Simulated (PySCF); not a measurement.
A PySCF script (with the pyscf-properties extension) for the NMR shieldings of SMILES C#C[Si@@H]1C[C@@H](F)[SiH2]N1, C4H8FNSi2, on a GFN2-xTB geometry:

```python
import basis_set_exchange as bse
import numpy as np
from pyscf import gto, dft
from pyscf.prop import nmr

atoms = """
C     2.720325   -1.716362    1.265537
C     1.820833   -0.919507    1.220207
Si    0.436470    0.313208    1.159580
C    -1.192030   -0.496003    0.610984
C    -1.253838   -0.441782   -0.910226
F    -2.575748   -0.579700   -1.338043
Si   -0.473370    1.194013   -1.542785
N     0.604019    1.384834   -0.201766
H     3.504954   -2.417222    1.301537
H     0.374327    1.063014    2.416755
H    -1.317226   -1.516736    0.972190
H    -2.030309    0.082365    1.002208
H    -0.734384   -1.309262   -1.334629
H     0.260806    1.008535   -2.795323
H    -1.467530    2.264663   -1.625737
H     1.315101    2.094886   -0.211901
"""
names = dict.fromkeys(["C", "Si", "F", "N", "H"], "pcSseg-1")
basis = {el: gto.basis.parse(bse.get_basis(n, elements=[el], fmt="nwchem")) for el, n in names.items()}
mol = gto.M(atom=atoms, basis=basis, charge=0, verbose=0)
mf = dft.RKS(mol, xc="PBE0")
mf.grids.level = 2
mf.grids.alignment = dft.numint.BLKSIZE   # the property module wants whole blocks of grid points
mf.conv_tol = 1e-9
mf.kernel()

calc = nmr.RKS(mf)   # GIAO
C = mf.mo_coeff
Co = C[:, mf.mo_occ > 0]
resp = mf.gen_response(singlet=True, hermi=2)
def vind(x):   # induced exchange potential for any number of trial vectors
    d = np.einsum("pi,xij,qj->xpq", C, 2 * x.reshape(-1, C.shape[1], Co.shape[1]), Co, optimize=True)
    return np.einsum("xpq,pi,qj->xij", resp(d - d.transpose(0, 2, 1)), C, Co, optimize=True).ravel()
mo1, _ = nmr.rhf.solve_mo1(calc, with_cphf=vind)
sigma = calc.kernel(mo1)
for i, s in enumerate(sigma):   # ppm
    print("%2d %-2s %9.2f" % (i, mol.atom_pure_symbol(i), np.trace(s) / 3))
```

**Question.** What does it print?

**Answer.** 
```
 0 C      84.48
 1 C      95.71
 2 Si    383.62
 3 C     164.91
 4 C      96.87
 5 F     413.99
 6 Si    378.18
 7 N     247.98
 8 H      29.72
 9 H      26.49
10 H      29.75
11 H      30.12
12 H      26.02
13 H      26.69
14 H      26.79
15 H      31.85
```

These numbers come from an equivalent density-fitted implementation of the same equations, which agrees with the script to about 0.01 ppm for H and up to a few tenths of a ppm for heavy atoms, so last digits may differ.

**Question.** Turn these shieldings into chemical shifts. Scale: TMS for $^{13}$C (σ = 186.93 ppm), $^{29}$Si (σ = 349.16 ppm), $^{1}$H (σ = 31.72 ppm); $^{19}$F (σ = 170.95 ppm) against CFCl3; NH3 for $^{15}$N (σ = 267.73 ppm) (reference shieldings calculated alike).

**Answer.** Averaging equivalent atoms: C 0: 102.4; C 1: 91.2; C 4: 90.1; C 3: 22.0; Si 6: -29.0; Si 2: -34.5; F 5: -243.0; N 7: 19.7; H 12: 5.69; H 9: 5.23; H 13: 5.03; H 14: 4.92; H 8: 2.00; H 10: 1.97; H 11: 1.59; H 15: -0.13 ppm. Unscaled 19F shifts against computed CFCl3 carry errors that often reach 10 to 50 ppm. Experimental scales use liquid or dissolved standards, which lie at an offset from isolated NH3 (liquid NH3: subtract about 20 ppm).

Size and cost of the density-fitted run: 190 basis functions, 33 s wall time on 1 thread of an Arm Neoverse V1, shared host.
